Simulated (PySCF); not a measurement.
Electron correlation in O²⁺ (oxygen, charge +2)

[He] 2s2 2p2, high-spin 3P determinant. All numbers are calculated (PySCF 2.14, scalar relativity by spin-free X2C-1e, in ANO-RCC-VTZP). Frozen: nothing; 6 electrons correlated.

| level | correlation energy (mhartree) |
| --- | --- |
| CCSD | -98.07 |
| (T) | -1.29 |
| CCSD(T) | -99.36 |
| CCSDT | -99.62 |

Diagnostics: T1 = 0.0039, D1 = 0.0097, largest double amplitude 0.122.

Cost of the coupled-cluster step: roughly 0.3 core-seconds, for 6 correlated electrons.

Iterations:

```
CC2 = 0
CCSD nocc = (np.int64(4), np.int64(2)), nmo = (30, 30)
frozen orbitals [[], []]
max_cycle = 100
direct = 0
conv_tol = 1e-08
conv_tol_normt = 1e-06
diis_space = 8
diis_start_cycle = 0
Init t2, MP2 energy = -0.0762886040688967
Init E_corr(UCCSD) = -0.0762886040692254
cycle = 1  E_corr(UCCSD) = -0.0906663295158082  dE = -0.0143777254  norm(t1,t2) = 0.0364262
cycle = 2  E_corr(UCCSD) = -0.0949090648075041  dE = -0.00424273529  norm(t1,t2) = 0.0163299
cycle = 3  E_corr(UCCSD) = -0.0981305353145019  dE = -0.00322147051  norm(t1,t2) = 0.00805894
cycle = 4  E_corr(UCCSD) = -0.0980543754388558  dE = 7.61598756e-05  norm(t1,t2) = 0.000781075
cycle = 5  E_corr(UCCSD) = -0.0980699397004721  dE = -1.55642616e-05  norm(t1,t2) = 0.000104454
cycle = 6  E_corr(UCCSD) = -0.0980669931660006  dE = 2.94653447e-06  norm(t1,t2) = 1.45788e-05
cycle = 7  E_corr(UCCSD) = -0.0980680116272089  dE = -1.01846121e-06  norm(t1,t2) = 3.25902e-06
cycle = 8  E_corr(UCCSD) = -0.0980677555670717  dE = 2.56060137e-07  norm(t1,t2) = 6.97828e-07
cycle = 9  E_corr(UCCSD) = -0.0980677649595832  dE = -9.3925115e-09  norm(t1,t2) = 8.65136e-08
UCCSD converged
E(UCCSD) = -73.25549113519692  E_corr = -0.09806776495958316
UCCSD(T) correction = -0.00128985341937018
```
